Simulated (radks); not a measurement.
Excited configurations of the titanium ion Ti+: one electron is placed in a higher orbital outside [Ar] 3d2. The ground configuration is [Ar] 3d2 4s1. All-electron calculation, scalar-relativistic Kohn-Sham, PBE, spin-polarised, spherical densities, finite nucleus; open shells are filled with parallel spins first; Fermi nuclear charge, rms radius 3.5921 fm. Program: a radial shooting solver on a logarithmic mesh with Libxc functionals. Excitation = E - E(ground); binding = E(ion) - E, where the ion is the core of charge +2; n* = 2/sqrt(2 binding) in atomic units, and the quantum defect is n - n*.

outer orbital  excitation (eV)  binding (eV)  quantum defect  eigenvalue (eV)  <r> (bohr)
4p                       3.913        10.155           1.685           -7.623       3.810
4d                       8.354         5.715           0.914           -4.219       5.951
5p                       8.910         5.158           1.752           -4.068       7.914
5f                      11.626         2.442           0.280           -1.871       14.61
6p                      10.939         3.130           1.830           -2.530       13.33
6d                      11.750         2.318           1.154           -1.854       17.34
6f                      12.314         1.754           0.430           -1.389       21.91
7s                      11.662         2.407           2.245           -1.964       18.05
7d                      12.414         1.654           1.263           -1.350       25.04

The Delta-SCF ionisation energy is 14.068 eV (NIST Atomic Spectra Database: 13.576 eV, measured). Self-interaction in the functional shifts the binding energies and quantum defects, so they are the method's values and not measured ones. Open shells are spherical and high-spin; term and fine-structure splittings are not resolved.
